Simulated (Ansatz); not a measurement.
Rb2H2. Charge 0, multiplicity 5. Geometry r2SCAN-D4/def2-TZVP.

```tsv
atom	x (Å)	y (Å)	z (Å)
Rb1	0.071	1.141	3.588
Rb2	-0.071	-1.141	-3.588
H3	2.179	-2.384	0.715
H4	-2.180	2.384	-0.715
```

In the def2 sets Rb takes a core potential; there is no spin–orbit coupling. LC-ωPBE has ω = 0.4 bohr⁻¹. In the quintet geometry the species has come apart into loosely held pieces. At PBE0-D4/def2-TZVP a singlet of charge 0 lies 4.52 eV below the quintet, each at its own geometry. The structure comes from a short search, and lower isomers may exist.

(1) Estimate the α-spin orbital energies around the gap (eV) in Ansatz with HF/def2-TZVP, PBE-D4/def2-TZVP, PBE0-D4/def2-TZVP, BHLYP-D4/def2-TZVP, LC-ωPBE/def2-TZVP.

## Answers

(1) 
```
orbital  HF/def2-TZVP  PBE-D4/def2-TZVP  PBE0-D4/def2-TZVP  BHLYP-D4/def2-TZVP  LC-ωPBE/def2-TZVP
 HOMO−5        -22.01            -16.03             -17.76              -19.29             -20.76
 HOMO−4        -22.01            -16.03             -17.76              -19.29             -20.76
 HOMO−3        -13.81             -7.70              -9.25              -10.62             -12.35
 HOMO−2        -13.80             -7.69              -9.25              -10.61             -12.34
 HOMO−1         -3.94             -2.48              -2.93               -3.24              -4.25
   HOMO         -3.70             -2.37              -2.78               -3.09              -4.02
   LUMO          0.25             -1.02              -0.71               -0.24               0.17
 LUMO+1          0.38             -1.00              -0.68               -0.14               0.25
 LUMO+2          0.49             -0.85              -0.51               -0.04               0.40
 LUMO+3          0.50             -0.83              -0.50               -0.03               0.42
 LUMO+4          0.50             -0.81              -0.49               -0.02               0.42
 LUMO+5          0.79             -0.59              -0.24                0.24               0.70
 β HOMO        -21.97            -15.94             -17.68              -19.23             -20.70
 β LUMO         -0.07             -1.68              -1.19               -1.57              -0.18
```
